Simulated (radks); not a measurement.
Question: Spherical quantum dot in the effective-mass picture: electrons in a parabolic well V = omega^2 r^2 / 2 with omega = 0.531, all in effective atomic units (hartree* = m*/eps^2 hartree, bohr* = eps/m* bohr), one dielectric constant everywhere. Calculated with a radial shooting solver with Libxc functionals: non-relativistic Kohn-Sham, LDA (Slater exchange, Perdew-Wang correlation), spin-polarised, spherical densities. Levels are named by radial order and angular momentum (1s, 1p, 1d, 2s, ...), and open shells are averaged over m. Results are scaled to m* = 0.238 and eps = 4.4, for which hartree* = 334.5 meV and bohr* = 0.9783 nm. At N = 15 the configuration is 1s2 1p6 1d(up 5, down 2). Does electron 16 go into 2s down or 2s up or 1d down?

Answer: Into 1d down. The total energies of the other choices lie higher by 15.0 meV (2s up), 21.3 meV (2s down).
